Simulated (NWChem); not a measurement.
CH8N2Si; SMILES N[SiH2]CN

```xyz
12

N     -0.1274     2.1673    -0.0100
C      0.6540     0.9467     0.0919
Si    -0.4964    -0.5506     0.0363
N      0.4450    -2.0086    -0.0253
H     -0.5845     2.2285    -0.9175
H      0.4590     2.9948     0.0747
H      1.1557     0.9112     1.0746
H      1.4662     0.8261    -0.6607
H     -1.3385    -0.6418     1.2659
H     -1.4228    -0.3364    -1.1338
H      0.0326    -2.8707     0.3128
H      1.0358    -2.1958    -0.8281
```
Atoms are numbered in this order, from 1.

Results from NWChem. Pople sets run with spherical d functions. All runs use the structure optimised with PBE0/def2-SVP. Ions are spin-unrestricted doublets at the neutral geometry; other ion states weren't tried. Functional: LC-ωPBE (HJS hole) with 6-31G*; rows give the range parameter ω in 1/bohr.

| range parameter (1/bohr) | vertical ionisation energy, ΔSCF (eV) | −ε(HOMO) (eV) | ΔSCF minus −ε(HOMO) (eV) |
|---|---|---|---|
| 0.05 | 8.10 | 5.58 | 2.52 |
| 0.10 | 8.18 | 6.30 | 1.88 |
| 0.30 | 8.92 | 8.53 | 0.39 |
| 0.40 | 9.17 | 9.25 | -0.08 |
| 0.80 | 9.36 | 10.61 | -1.25 |
